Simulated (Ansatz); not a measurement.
`[C]#C[SiH](C)F` radical. Total charge 0; spin multiplicity 2.

Cartesian coordinates in Å:
```
C 0.644 1.396 2.590
C 0.402 0.575 1.731
Si -0.016 -0.609 0.402
C -0.213 0.274 -1.208
F 1.182 -1.660 0.296
H -1.228 -1.354 0.809
H -0.446 -0.432 -2.009
H -1.028 1.000 -1.141
H 0.702 0.810 -1.470
```

(1) What are the harmonic wavenumbers in cm⁻¹ at PBE0-D4/def2-TZVP (Ansatz, finite differences of forces, unscaled)? (Estimate.)

(2) Is this a minimum?

(3) Give the ideal-gas thermochemistry at 298.15 K and 1 bar (rigid rotor, harmonic oscillator; point group C1, symmetry number 1).

## Answers

(1) The calculation gave: 111, 134, 159, 233, 295, 335, 607, 689, 736, 771, 843, 893, 927, 1281, 1441, 1444, 2161, 2258, 3055, 3141, 3147.

(2) Yes, all 21 modes are real.

(3) Zero-point energy 147.5 kJ/mol; H(298) − E = 167.9 kJ/mol; entropy 343.7 J/(mol·K), of which translation 164.6, rotation 110.6, vibration 62.8, electronic 5.8; G(298) − E = 65.4 kJ/mol.
